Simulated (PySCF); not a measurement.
## Dipole response of Kr¹⁵⁺ (krypton, charge +15)

[Ar] 3d3, high-spin 4F determinant. All numbers are calculated (PySCF 2.14, the non-relativistic Hamiltonian (point nucleus), in an even-tempered Gaussian basis (17 s from 1.1 bohr⁻², ratio 2.5; 11 p from 1.4 bohr⁻², ratio 2.5; 8 d from 1.4 bohr⁻², ratio 2.5; 4 f from 5.7 bohr⁻², ratio 2.7; 4 g from 8.6 bohr⁻², ratio 2.7)). Coupled (time-dependent) response in atomic units; α is the mean over directions.

```csv
method,mean α (bohr³),C₆ (like pair),S(−4)
UHF,0.09806,0.05196,0.003302
```

S(−4) is the Cauchy moment in α(ω) = α(0) + S(−4) ω² + …

Spin-orbit coupling is absent.

α(iu) at UHF:

| u (hartree) | α(iu) (bohr³) |
| --- | --- |
| 0 | 0.09806 |
| 0.700 | 0.09648 |
| 1.40 | 0.09215 |
| 2.80 | 0.07924 |
| 4.20 | 0.06622 |
| 5.60 | 0.05569 |
| 7.00 | 0.04759 |
| 10.5 | 0.03417 |
| 14.0 | 0.02591 |
| 21.0 | 0.01631 |
| 35.0 | 0.008093 |

For an ion, C₆ is the dispersion term alone; charge-induced terms of lower order in 1/R come first.

Spin-orbit coupling, absent here, splits the open shell strongly.
